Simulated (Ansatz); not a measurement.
Consider the formal exchange of groups at the Al–C bond: `C[SiH2][CH2][AlH2]` + `C#CCCl` → `[AlH2][CH2]Cl` + `C#CC[SiH2]C`.

Gas-phase electronic energies from Ansatz, PBE0-D4/def2-TZVP geometries. CCSD(T)/CBS adds triple-zeta CCSD(T) − MP2 to the extrapolated MP2 energy (def2 sets, frozen cores). Functionals use def2-TZVPP. B3LYP here is the variant with VWN-RPA as its local correlation; programs differ in this. Each species was taken in one conformer, which may not be the lowest.

`C[SiH2][CH2][AlH2]`:

Z-matrix (Å, degrees):
```
C
Si 1 1.872
H 1 1.093 2 110.7
H 1 1.093 2 111.3 3 119.8
H 1 1.092 2 111.0 3 -119.8
C 2 1.870 1 111.0 3 -61.8
H 2 1.496 1 108.8 3 178.0
H 2 1.491 1 109.5 3 61.8
Al 6 1.945 2 112.1 1 -73.2
H 6 1.096 2 107.4 1 48.7
H 6 1.095 2 108.8 1 165.6
H 9 1.588 6 120.3 2 -102.5
H 9 1.590 6 120.0 2 75.7
```

`C#CCCl`:

```xyz
7

C    -0.018    1.223    1.238
C     0.029    0.413    0.355
C     0.096   -0.550   -0.717
Cl   -0.882   -2.010   -0.378
H    -0.061    1.939    2.025
H    -0.283   -0.126   -1.647
H     1.120   -0.888   -0.876
```

`[AlH2][CH2]Cl`:

Cartesian coordinates in Å:
```
Al 0.196 -1.005 -0.458
C -0.247 0.782 0.240
Cl 0.715 1.185 1.697
H 1.308 -1.890 0.233
H -0.609 -1.506 -1.733
H -1.301 0.866 0.516
H -0.061 1.569 -0.496
```

`C#CC[SiH2]C`:

```xyz
13

C     2.035    0.931    1.417
C     0.939    0.437    1.403
C    -0.367   -0.173    1.315
Si   -0.645   -0.926   -0.404
C    -0.444    0.369   -1.730
H     3.002    1.372    1.451
H    -1.151    0.567    1.508
H    -0.478   -0.960    2.068
H     0.330   -2.033   -0.591
H    -2.021   -1.500   -0.428
H    -1.185    1.164   -1.617
H     0.550    0.818   -1.670
H    -0.565   -0.068   -2.724
```

**Question.** Is it downhill or uphill in electronic energy at CCSD(T)/CBS, and by how much? (Best estimate.)

**Answer.** Computed: Uphill: ΔE = +0.10 eV.

**Question.** What do these levels give: r2SCAN-D4, PBE0-D4, B3LYP-D4, B2PLYP, HF/def2-TZVPP, MP2/def2-TZVPP, SCS-MP2/def2-TZVPP, HF/def2-QZVPP, MP2/def2-QZVPP, HF/CBS(def2), MP2/CBS(def2), CCSD/CBS(def2)? (Best estimate.)

**Answer.** The calculation gave: r2SCAN-D4 0.12, PBE0-D4 0.10, B3LYP-D4 0.08, B2PLYP 0.10, HF/def2-TZVPP 0.06, MP2/def2-TZVPP 0.13, SCS-MP2/def2-TZVPP 0.12, HF/def2-QZVPP 0.06, MP2/def2-QZVPP 0.12, HF/CBS(def2) 0.06, MP2/CBS(def2) 0.11, CCSD/CBS(def2) 0.09 eV.

Largest T1 diagnostic among the species: 0.011.

In def2-TZVPP, CCSD(T) changes the Hartree–Fock value by +0.06 eV (the triples alone add +0.01 eV) and MP2 by +0.07 eV.
